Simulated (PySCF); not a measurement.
C3H6BNO2, SMILES N(/C)=C1/COB1O.

Coordinates come from a PBE-D3(BJ)/def2-SVP optimisation. The structure was generated by enumeration; whether it is a known compound was not checked. The values are those of a single conformer.

All values below come from PBE/def2-TZVP in PySCF.

Symmetry labels are those of the subgroup Cs that the program uses (full group Cs).

Computed valence orbital energies around the gap with their symmetry:
```json
[
 {"orbital": "HOMO−7", "symmetry": "A\"", "energy (eV)": "-10.52"},
 {"orbital": "HOMO−6", "symmetry": "A'", "energy (eV)": "-9.25"},
 {"orbital": "HOMO−5", "symmetry": "A\"", "energy (eV)": "-9.10"},
 {"orbital": "HOMO−4", "symmetry": "A'", "energy (eV)": "-8.73"},
 {"orbital": "HOMO−3", "symmetry": "A'", "energy (eV)": "-7.91"},
 {"orbital": "HOMO−2", "symmetry": "A\"", "energy (eV)": "-7.39"},
 {"orbital": "HOMO−1", "symmetry": "A\"", "energy (eV)": "-7.23"},
 {"orbital": "HOMO", "symmetry": "A'", "energy (eV)": "-5.66"},
 {"orbital": "LUMO", "symmetry": "A\"", "energy (eV)": "-2.23"},
 {"orbital": "LUMO+1", "symmetry": "A'", "energy (eV)": "-0.03"},
 {"orbital": "LUMO+2", "symmetry": "A'", "energy (eV)": "0.29"},
 {"orbital": "LUMO+3", "symmetry": "A'", "energy (eV)": "0.81"}
]
```
